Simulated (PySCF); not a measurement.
Compound: C4H5O2P.
Atom-mapped SMILES: `[CH3:1][O:2][c:3]1[o:4][cH:5][cH:6][p:7]1`

Geometry (GFN2-xTB, Å), atoms numbered from 1 in this order:
```
atom  x, y, z in Å
C1    -2.3333   -0.0419    0.0608
O2    -1.2887    0.8255    0.4336
C3    -0.0566    0.3158    0.2710
O4     0.9283    1.1487    0.6119
C5     2.1270    0.5681    0.4202
C6     2.0896   -0.6937   -0.0593
P7     0.4233   -1.2385   -0.3066
H8    -2.3102   -0.9581    0.6605
H9    -2.2518   -0.3139   -0.9971
H10   -3.2590    0.5004    0.2395
H11    2.9756    1.1780    0.6710
H12    2.9568   -1.2913   -0.2669
```

Probes without a nucleus sit at each ring's centroid and 1 Å off its mean plane on both sides; NICS is minus the shielding there, NICSzz its component along the normal. Level: GIAO PBE0/pcSseg-1 (PySCF, non-relativistic, gas phase) on the GFN2-xTB geometry, one conformer.

Ring bond lengths (Å), with Mayer bond orders in brackets: C3–O4 1.334 (1.08), O4–C5 1.346 (1.04), C5–C6 1.350 (1.65), C6–P7 1.770 (1.12), P7–C3 1.726 (1.45).

What do the NICS probes read (ppm)?

```
          ring                                                     type  NICS(0)  NICS(1), two faces  NICS(1)zz, two faces  rms pucker (Å)  centre to ring atoms, mean (Å)
C3–O4–C5–C6–P7  5-membered ring with O and P; formal bonds all aromatic    -11.6         -9.7 / -9.7         -22.4 / -22.4            0.00                            1.27
```

What can be read from them?

- C3–O4–C5–C6–P7: mean NICS(1)zz -22.4 ppm, shielded.

What does the geometric index give? HOMA takes Krygowski's 1993 parameters.

- C3–O4–C5–C6–P7: HOMA 0.43; the largest term is that of O4–C5, α(R − Ropt)² = 1.02.

Give the inner angles of the rings and the Hirshfeld charges of the ring atoms.

- C3–O4–C5–C6–P7: C3 116.3° (+0.085 e), O4 110.6° (-0.059 e), C5 115.4° (+0.005 e), C6 111.3° (-0.144 e), P7 86.4° (-0.016 e); sum 540.0° against 540° for a flat convex ring.

How shielded are the nuclei of the rings and their hydrogens (means over atoms taken as equivalent)?

| atoms | environment | σ isotropic (ppm) | principal values of the symmetric part, first atom (ppm) |
| --- | --- | --- | --- |
| C3 | aromatic carbon bearing oxygen | -26.7 | -151.3, 23.3, 47.9 |
| O4 | furan-type oxygen | 10.0 | -172.7, 3.8, 198.9 |
| C5 | aromatic CH next to a ring oxygen | 43.2 | -46.2, 71.4, 104.4 |
| C6 | aromatic CH carbon | 59.1 | -44.0, 62.6, 158.8 |
| P7 | phosphorus bonded to 2 C | 317.3 | 206.8, 233.5, 511.7 |
| H11 | aromatic hydrogen | 24.20 | 20.4, 24.5, 27.7 |
| H12 | aromatic hydrogen | 24.74 | 23.2, 24.3, 26.8 |
